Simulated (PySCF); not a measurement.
# PySCF run on CaCl2

File input.py (PySCF 2.14):

```python
from pyscf import gto, scf, mp

mol = gto.M(
    atom='Ca 0 0 0; Cl 0 0 2.5294; Cl 0 0 -2.5294',
    basis='def2-svp',
    charge=0,
    spin=0,
    verbose=4,
)
mf = scf.RHF(mol)
mf.kernel()
mp.MP2(mf).kernel()
mf.dip_moment()
print('orbital energies (hartree):', mf.mo_energy[..., max(0, mol.nelec[1]-3):mol.nelec[0]+3].round(4))
```

```bash
$ OMP_NUM_THREADS=1 python input.py
```

It prints:

```
PySCF version 2.14.0

[INPUT] verbose = 4
[INPUT] num. atoms = 3
[INPUT] num. electrons = 54
[INPUT] charge = 0
[INPUT] spin (= nelec alpha-beta = 2S) = 0
[INPUT] symmetry False subgroup None
[INPUT] Mole.unit = angstrom
[INPUT] Symbol           X                Y                Z      unit          X                Y                Z       unit  Magmom
[INPUT]  1 Ca     0.000000000000   0.000000000000   0.000000000000 AA    0.000000000000   0.000000000000   0.000000000000 Bohr   0.0
[INPUT]  2 Cl     0.000000000000   0.000000000000   2.529400000000 AA    0.000000000000   0.000000000000   4.779873259475 Bohr   0.0
[INPUT]  3 Cl     0.000000000000   0.000000000000  -2.529400000000 AA    0.000000000000   0.000000000000  -4.779873259475 Bohr   0.0

nuclear repulsion = 172.494113387973
number of shells = 26
number of NR pGTOs = 133
number of NR cGTOs = 60
basis = def2-svp
ecp = {}

******** <class 'pyscf.scf.hf.RHF'> ********
method = RHF
initial guess = minao
damping factor = 0
level_shift factor = 0
DIIS = <class 'pyscf.scf.diis.CDIIS'>
diis_start_cycle = 1
diis_space = 8
diis_damp = 0
SCF conv_tol = 1e-09
SCF conv_tol_grad = None
SCF max_cycles = 50
direct_scf = True
direct_scf_tol = 1e-13
Set gradient conv threshold to 3.16228e-05
Initial guess from minao.
init E= -1595.28932723036
  HOMO = -0.465771638581661  LUMO = -0.109055718219371  gap/eV = 9.70673
cycle= 1 E= -1595.52697306112  delta_E= -0.238  |g|= 0.363  |ddm|= 2.42
  HOMO = -0.370846188005001  LUMO = -0.0226378792886304  gap/eV = 9.47523
cycle= 2 E= -1595.57394982568  delta_E= -0.047  |g|= 0.142  |ddm|= 0.713
  HOMO = -0.41117611808113  LUMO = -0.0102226634592093  gap/eV = 10.91050
cycle= 3 E= -1595.57933598264  delta_E= -0.00539  |g|= 0.0176  |ddm|= 0.21
  HOMO = -0.410762248814153  LUMO = -0.00806696361839965  gap/eV = 10.95790
cycle= 4 E= -1595.57971379498  delta_E= -0.000378  |g|= 0.00431  |ddm|= 0.0629
  HOMO = -0.410332071204394  LUMO = -0.00812828243457231  gap/eV = 10.94452
cycle= 5 E= -1595.57974122094  delta_E= -2.74e-05  |g|= 0.00101  |ddm|= 0.0209
  HOMO = -0.410168588390912  LUMO = -0.00818249692098982  gap/eV = 10.93860
cycle= 6 E= -1595.57974238926  delta_E= -1.17e-06  |g|= 0.000195  |ddm|= 0.00457
  HOMO = -0.410189018196774  LUMO = -0.00821611077457196  gap/eV = 10.93824
cycle= 7 E= -1595.57974241968  delta_E= -3.04e-08  |g|= 3.72e-05  |ddm|= 0.000663
  HOMO = -0.410190322189875  LUMO = -0.00821443693642476  gap/eV = 10.93832
cycle= 8 E= -1595.57974242076  delta_E= -1.09e-09  |g|= 5.24e-06  |ddm|= 0.00011
  HOMO = -0.410191132539102  LUMO = -0.00821461699680404  gap/eV = 10.93834
cycle= 9 E= -1595.5797424208  delta_E= -3.32e-11  |g|= 1.27e-06  |ddm|= 1.57e-05
  HOMO = -0.410191284008011  LUMO = -0.00821452384521648  gap/eV = 10.93834
Extra cycle  E= -1595.5797424208  delta_E= 2.27e-13  |g|= 4.4e-07  |ddm|= 2.59e-06
converged SCF energy = -1595.5797424208

******** <class 'pyscf.mp.mp2.RMP2'> ********
nocc = 27, nmo = 60
E(RMP2) = -1595.97206138168  E_corr = -0.392318960886041
E(SCS-RMP2) = -1595.95432362597  E_corr = -0.374581205172416
E_corr(same-spin) = -0.111001786027884
E_corr(oppo-spin) = -0.281317174858157
Dipole moment(X, Y, Z, Debye):  0.00000,  0.00000, -0.00000
orbital energies (hartree): [-0.4162 -0.4102 -0.4102 -0.0082  0.0932  0.0932]
```

In short: E(SCF) = -1595.579742 Eh, 9 cycles, E(MP2) − E(SCF) = -0.39232 Eh, μ(SCF) = 0.00 D.

It ran on Arm Neoverse N1 (1 thread, shared host) in 1.9 s, peak memory 0.14 GiB.
